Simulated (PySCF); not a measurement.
C₃H₉ClSi₂, SMILES C/C=C(/[SiH3])[SiH2]Cl. Geometry optimised at PBE-D3(BJ)/def2-SVP. The structure was generated by enumeration; whether it is a known compound was not checked. Other conformers were not sampled.

Computed equilibrium geometry at PBE-D3(BJ)/def2-SVP (PySCF confirms it by a frequency run) as Cartesian coordinates in Å (one conformer of several):
```xyz
15

C      2.3645    -0.8964     0.0158
C      0.9989    -1.4309    -0.2854
C     -0.1495    -0.7192    -0.4550
Si    -1.7704    -1.6148    -0.7988
Si    -0.1995     1.1553    -0.3769
Cl     0.3935     1.8678     1.5031
H      2.7541    -1.3480     0.9538
H      2.3906     0.2036     0.1359
H      3.0804    -1.1888    -0.7829
H      0.9520    -2.5367    -0.3676
H     -2.3651    -1.1684    -2.1098
H     -1.5202    -3.0991    -0.8514
H     -2.7839    -1.3153     0.2746
H      0.7074     1.7952    -1.3907
H     -1.6096     1.6168    -0.6073
```
Charge 0, spin multiplicity 1.
